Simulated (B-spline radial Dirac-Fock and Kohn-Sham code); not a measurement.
## Relativistic shifts of the levels of Nb¹⁰⁺

System: Nb¹⁰⁺, configuration [Ar] 3d10 4s2 4p1.

Both columns are ΔSCF binding energies of the configuration average from a B-spline atomic structure program: non-relativistic Hartree-Fock with a point nucleus, and Dirac-Fock with a finite nucleus and the Coulomb interaction alone, averaged over the two j levels with weights 2j+1.

```
shell  Hartree-Fock (eV)  Dirac-Fock (eV)  shift (eV)  shift (%)
   1s            18795.3          19241.8     +446.48      +2.38
   2s             2805.0           2910.2     +105.23      +3.75
   2p             2580.9           2608.9      +27.98      +1.08
   3s              646.0            666.4      +20.36      +3.15
   3p              559.1            564.8       +5.67      +1.01
   3d              402.7            399.7       -3.07      -0.76
   4s              219.8            224.0       +4.23      +1.93
   4p              196.6            197.8       +1.16      +0.59
```

Relativity binds 1s, 2s, 2p, 3s, 3p, 4s, 4p more strongly, among those listed most of all 2s in relative terms, and 3d more weakly, because the contracted s and p shells screen the nucleus better.

Values without a named source are computed, but for edge energies of neutral atoms, which are taken from tables.
